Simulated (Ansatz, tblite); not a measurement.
Spin states of the cluster Cd2O2⁻, each relaxed with PBE0-D4/def2-TZVPD in Ansatz. Electronic energies in the gas phase.

In the def2 sets Cd takes a core potential; there is no spin–orbit coupling. The xTB rows come from tblite. LC-ωPBE has ω = 0.4 bohr⁻¹. B3LYP takes the VWN-RPA correlation. HSE06 is defined as in plane-wave codes, on full-range PBE exchange. Correlated methods freeze 2 core orbitals; core or outer-core shells of Cd are correlated, in sets that lack core-valence functions. The rows differ in basis, and correlated rows in double-zeta sets carry the largest basis error. In CCSD on the charge -1 quartet the largest single amplitude is 0.16, so its Hartree–Fock determinant may place the open shell otherwise than the density functionals do. The structure comes from a short search, and lower isomers may exist.

Doublet geometry (Cs within 0.1 Å):

Cartesian coordinates in Å:
```
Cd -0.822 1.695 -2.038
Cd 0.270 -0.568 0.644
O -0.364 1.131 -0.008
O 0.916 -2.257 1.402
```

Quartet geometry (Cs within 0.1 Å):

| atom | x (Å) | y (Å) | z (Å) |
| --- | --- | --- | --- |
| Cd1 | -0.534 | 1.099 | 2.197 |
| Cd2 | 0.660 | -0.518 | -0.229 |
| O3 | -1.031 | 0.763 | 0.223 |
| O4 | 0.905 | -1.344 | -2.190 |

⟨S²⟩: doublet 0.78 at PBE0-D4/def2-TZVPD (pure 0.75), quartet 3.78 at PBE0-D4/def2-TZVPD (pure 3.75).

Run but left out: MP2/def2-SVPD, MP2/def2-TZVPD (quartet: ⟨S²⟩ 3.90 to 3.91, where a pure state has 3.75).

Only these spin states were relaxed. The quartet has other bonds than the doublet, so the gap mixes isomer and spin.

| level | quartet − doublet (kcal/mol) | lowest of these | remarks |
| --- | --- | --- | --- |
| GFN1-xTB | 57.8 | doublet | – |
| GFN2-xTB | 66.8 | doublet | – |
| HF/def2-SVPD | 7.1 | doublet | spin-contaminated (⟨S²⟩ 3.90) (quartet) |
| HF/def2-TZVPD | 6.6 | doublet | spin-contaminated (⟨S²⟩ 3.91) (quartet) |
| PBE-D4/def2-TZVPD | 43.6 | doublet | HOMO above zero (quartet) |
| r2SCAN-D4/def2-TZVPD | 34.0 | doublet | HOMO above zero (quartet) |
| B3LYP-D4/def2-TZVPD | 34.5 | doublet | – |
| PBE0-D4/def2-TZVPD | 29.9 | doublet | – |
| HSE06-D4/def2-TZVPD | 30.8 | doublet | HOMO above zero (quartet) |
| CAM-B3LYP-D4/def2-TZVPD | 30.0 | doublet | – |
| LC-ωPBE/def2-TZVPD | 26.1 | doublet | – |
| RPA@PBE/def2-TZVPD | 40.5 | doublet | – |
| CCSD/def2-SVPD | 26.8 | doublet | spin-contaminated (⟨S²⟩ 3.90) (quartet) |
| CCSD(T)/def2-SVPD | 29.0 | doublet | spin-contaminated (⟨S²⟩ 3.90) (quartet) |

Change of the quartet − doublet gap on mixing in exact exchange, in kcal/mol: PBE to PBE0 (25 % exact exchange) -13.7.

The xTB methods have no term that favours high spin, so they put low spin too low.
